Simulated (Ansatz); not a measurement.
Steps of a relaxation of Cl2H2S2Si (`S[Si](S)(Cl)Cl`) with RKS PBE0-D4/def2-TZVP.

```sh
$ ansatz run in.yaml --threads 2 --pin off --events-out ev --progress --plain --max-ram 22528MiB --backend cuda --devices 0, --max-vram 18GiB
```

```yaml
crystal:
  periodic: [false, false, false]
  atoms:
    - {symbol: S, position_ang: [-2.014700, 0.356530, 0.479830]}
    - {symbol: Si, position_ang: [0.056110, 0.443120, -0.110310]}
    - {symbol: S, position_ang: [0.865770, -1.553860, 0.111770]}
    - {symbol: Cl, position_ang: [0.231170, 1.056120, -2.029420]}
    - {symbol: Cl, position_ang: [1.017750, 1.731050, 1.102080]}
    - {symbol: H, position_ang: [-2.243040, -0.854890, -0.009500]}
    - {symbol: H, position_ang: [2.086930, -1.178070, 0.455550]}
basis:
  gaussian: {orbitals: def2-TZVP}
hamiltonian: {xc: pbe0, dispersion: d4}
relax: {f_tol: 0.005, max_steps: 150}
```

Positions (Å) and forces (eV/Å) along the path, 11 of 11 steps:

```xyz
7
step=1 energy=-54613.8748 eV
S    -2.015    0.357    0.480    0.497    0.662    0.157
Si    0.056    0.443   -0.110   -0.507   -1.264    0.273
S     0.866   -1.554    0.112   -0.755    0.269   -0.167
Cl    0.231    1.056   -2.029    0.080    0.182   -0.256
Cl    1.018    1.731    1.102    0.121    0.310    0.173
H    -2.243   -0.855   -0.009    0.064   -0.444   -0.256
H     2.087   -1.178    0.456    0.500    0.284    0.077
7
step=2 energy=-54613.9212 eV
S    -2.011    0.382    0.551    0.390   -0.367   -0.341
Si    0.030    0.353   -0.055   -0.331   -0.046    0.239
S     0.824   -1.610    0.213    0.523    0.708    0.067
Cl    0.249    0.983   -1.983    0.021   -0.063   -0.073
Cl    0.984    1.729    1.101    0.135    0.016    0.092
H    -2.151   -0.779   -0.133   -0.270    0.154    0.121
H     2.075   -1.058    0.305   -0.469   -0.403   -0.105
7
step=3 energy=-54613.9682 eV
S    -2.005    0.363    0.537    0.040   -0.256   -0.140
Si    0.034    0.368   -0.040   -0.041   -0.088    0.031
S     0.850   -1.571    0.241    0.421    0.280    0.097
Cl    0.262    0.967   -1.980    0.014   -0.001   -0.011
Cl    0.994    1.743    1.119   -0.052   -0.006    0.010
H    -2.263   -0.781   -0.146    0.053    0.273    0.111
H     2.127   -1.091    0.269   -0.434   -0.203   -0.097
7
step=4 energy=-54614.0146 eV
S    -2.001    0.325    0.573    0.041   -0.016    0.035
Si    0.036    0.349    0.016    0.012    0.002    0.041
S     0.896   -1.546    0.400   -0.008    0.093   -0.026
Cl    0.275    0.891   -1.941    0.028   -0.057    0.012
Cl    0.947    1.784    1.142   -0.047    0.050    0.020
H    -2.280   -0.692   -0.261   -0.018    0.000   -0.037
H     2.127   -1.111    0.070   -0.008   -0.073   -0.047
7
step=5 energy=-54614.0255 eV
S    -1.990    0.290    0.604    0.021    0.145    0.158
Si    0.044    0.349    0.047    0.010   -0.019    0.018
S     0.925   -1.529    0.444   -0.118    0.001    0.053
Cl    0.272    0.824   -1.931    0.031    0.025    0.069
Cl    0.918    1.815    1.167   -0.067   -0.003   -0.074
H    -2.290   -0.626   -0.325   -0.032   -0.123   -0.141
H     2.121   -1.124   -0.006    0.155   -0.027   -0.084
7
step=6 energy=-54614.0347 eV
S    -1.996    0.282    0.612    0.037    0.017   -0.003
Si    0.045    0.351    0.072   -0.018    0.006    0.012
S     0.944   -1.509    0.497   -0.002   -0.025   -0.007
Cl    0.312    0.810   -1.902   -0.004    0.005   -0.018
Cl    0.883    1.852    1.166   -0.035    0.043    0.020
H    -2.289   -0.620   -0.343    0.012   -0.008    0.004
H     2.100   -1.166   -0.101    0.010   -0.038   -0.009
7
step=7 energy=-54614.0355 eV
S    -1.987    0.300    0.593   -0.022   -0.118   -0.096
Si    0.060    0.372    0.082   -0.102    0.018    0.007
S     0.937   -1.497    0.527    0.296    0.077   -0.192
Cl    0.348    0.826   -1.889    0.044   -0.014   -0.025
Cl    0.828    1.905    1.183    0.036   -0.002    0.016
H    -2.256   -0.663   -0.316    0.038    0.099    0.111
H     2.070   -1.244   -0.180   -0.290   -0.060    0.179
7
step=8 energy=-54614.0399 eV
S    -1.993    0.306    0.582   -0.010    0.008    0.003
Si    0.054    0.381    0.078    0.014   -0.017    0.000
S     0.930   -1.491    0.520   -0.017    0.012    0.000
Cl    0.376    0.830   -1.890    0.004    0.001    0.000
Cl    0.832    1.903    1.188   -0.004    0.000    0.001
H    -2.245   -0.688   -0.290    0.006   -0.006    0.003
H     2.046   -1.241   -0.187    0.007    0.002   -0.007
7
step=9 energy=-54614.0401 eV
S    -1.996    0.317    0.570    0.000   -0.033   -0.022
Si    0.053    0.386    0.077    0.004   -0.007   -0.003
S     0.922   -1.489    0.518   -0.003    0.004    0.005
Cl    0.390    0.837   -1.889    0.002    0.004   -0.005
Cl    0.828    1.907    1.191    0.000    0.004    0.004
H    -2.233   -0.709   -0.270    0.002    0.027    0.023
H     2.036   -1.247   -0.197   -0.006    0.001   -0.002
7
step=10 energy=-54614.0401 eV
S    -1.995    0.315    0.568   -0.007   -0.009   -0.017
Si    0.055    0.389    0.076   -0.005   -0.008    0.009
S     0.920   -1.486    0.525    0.012    0.007   -0.018
Cl    0.399    0.841   -1.888   -0.001   -0.005    0.005
Cl    0.825    1.911    1.192   -0.002    0.005    0.000
H    -2.228   -0.717   -0.266    0.004    0.017    0.015
H     2.024   -1.253   -0.207    0.000   -0.008    0.006
7
step=11 energy=-54614.0402 eV
S    -1.996    0.316    0.567    0.000    0.000    0.000
Si    0.055    0.388    0.077   -0.001    0.000    0.001
S     0.922   -1.486    0.522    0.001   -0.001   -0.001
Cl    0.399    0.839   -1.887    0.000   -0.001    0.000
Cl    0.823    1.911    1.193    0.000    0.000    0.000
H    -2.230   -0.715   -0.265    0.001    0.001    0.000
H     2.028   -1.254   -0.207   -0.001    0.001    0.001
```

Run time 16 s (2 threads of an AMD EPYC 7R13 on a shared host and a share of an NVIDIA H100 80 GB); peak host memory 0.91 GiB.
